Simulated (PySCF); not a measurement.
A GIAO shielding run with PySCF 2.14 (density fitting, non-relativistic, gas phase) on `CN1C[Si@H](C#N)N[SiH2]1`, C$_{3}$H$_{9}$N$_{3}$Si$_{2}$:

```
$ OMP_NUM_THREADS=1 python probes_run.py task.json out

{"job": {"kind": "nmr", "xc": "PBE0", "basis": "pcSseg-1"}, "charge": 0, "multiplicity": 1}
C      2.353135     0.105207     0.259721
N      0.973083    -0.048703    -0.108035
C      0.123077     1.062584     0.259830
Si    -1.644578     0.671314    -0.327485
C     -2.855518     0.816865     1.093839
N     -3.613184     0.908576     1.948094
N     -1.365267    -0.969581    -0.735128
Si     0.278487    -1.531995    -0.595312
H      2.915786    -0.761114    -0.079571
H      2.475260     0.196376     1.346475
H      2.776000     1.003715    -0.203029
H      0.507577     1.977335    -0.206842
H      0.165836     1.230797     1.345228
H     -2.149507     1.506609    -1.421876
H     -2.084057    -1.583456    -1.070245
H      0.331384    -2.626190     0.383827
H      0.805488    -1.946310    -1.899401
```

Hardware: 1 thread of an Arm Neoverse N1, shared host. The job also computes population analyses, field gradients, ring-centre shieldings.

Task: How large is the calculation?

Result: 76 electrons, 195 basis functions and 1045 auxiliary functions.

Task: How long does it take, and how much memory does it need?

Result: 71 s of wall time, with 14 SCF cycles and 5 response iterations; peak memory 0.86 GiB. Times on a shared host scatter by some tens of per cent.
